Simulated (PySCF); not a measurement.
Simulated absorption spectrum

Species: C₂H₉ClOSi₃.
SMILES: `C=C[Si@H](Cl)[SiH2]O[SiH3]`

The calculation used TDDFT CAM-B3LYP/def2-SVPD, vertical, gas phase, core orbitals frozen in the response (PySCF). The structure is a single GFN2-xTB conformer in the gas phase; no vibrational or solvent corrections. GFN2-xTB frequencies show an imaginary mode (27i cm⁻¹), so this geometry is no minimum at that level. Torsions of this conformer, `[CH2:1]=[CH:2][Si@H:3]([Cl:4])[SiH2:5][O:6][SiH3:7]`: C1–C2–Si3–Cl4 5°, C2–Si3–Si5–O6 -57°.

Each state is given a Gaussian of 0.3 eV full width at half maximum, with ε(max) = 2.175×10⁸ f / Δν̃ (Δν̃ the width in cm⁻¹). The cross-section is σ = 3.8235×10⁻²¹ ε cm², given in Mb (10⁻¹⁸ cm²). The width is an assumption, not a result. The curve ends short of the highest state used, and states not computed would add to its high-energy end.

```tsv
λ (nm)	σ (Mb)
183.7	51.17
184.5	45.59
185.3	39.79
186.2	34.09
187.0	30.44
187.8	28.37
188.6	27.76
189.5	28.31
190.3	29.27
191.1	30.06
191.9	30.23
192.8	29.32
193.6	27.46
194.4	24.75
195.2	21.46
196.1	17.45
196.9	13.95
197.7	10.76
198.6	7.74
199.4	5.64
200.2	4.12
201.0	3.13
201.9	2.59
202.7	2.57
203.5	2.92
204.3	3.60
205.2	4.67
206.0	5.85
206.8	7.14
207.6	8.47
208.5	9.87
209.3	10.94
210.1	11.74
210.9	12.21
211.8	12.31
212.6	12.00
213.4	11.36
214.2	10.45
215.1	9.21
215.9	7.99
216.7	6.74
217.6	5.41
218.4	4.32
219.2	3.37
220.0	2.56
220.9	1.83
221.7	1.33
222.5	0.94
223.3	0.65
224.2	0.42
225.0	0.28
225.8	0.18
226.6	0.11
227.5	0.07
228.3	0.04
229.1	0.02
```

Question: Where are the band maxima, and which computed states make them?

Answer: 212 nm (5.86 eV), ε about 3200, made up of S1 (100%); 192 nm (6.47 eV), ε about 7900, made up of S2 (95%) (ε in L mol⁻¹ cm⁻¹; maxima over ε = 5, shares over 10%). At its high-energy end, 6.75 eV, the curve is still rising (ε about 13000, from S3 and S4). The states used: S1 5.86 eV (f 0.036); S2 6.45 eV (f 0.085); S3 6.81 eV (f 0.138); S4 6.88 eV (f 0.031); S5 6.99 eV (f 0.0031); S6 7.20 eV (f 0.157); S7 7.25 eV (f 0.0084); S8 7.35 eV (f 0.016).

Question: What would ε be at 6.47 eV, the highest of these maxima, with half the width (0.15 eV)?

Answer: About 14600 L mol⁻¹ cm⁻¹ against 7920, a factor of about 1.8; a lone state at its own centre would give exactly 2.

Question: Coming from long wavelengths, where does ε first pass 100 L mol⁻¹ cm⁻¹?

Answer: At about 224 nm (5.53 eV), 0.34 eV below S1.

Question: On this curve, what absorbance would a 10⁻⁴ mol/L sample give at 193 nm over a 1 cm path?

Answer: 193 nm is 6.424 eV, where ε is about 7600 L mol⁻¹ cm⁻¹, so A = ε c l ≈ 0.76 (Beer–Lambert, with the gas-phase spectrum and the assumed width).

The run took 1.9 min wall on Arm Neoverse N1, one thread, on a shared host, and the process peaked at 1.1 GiB of memory.
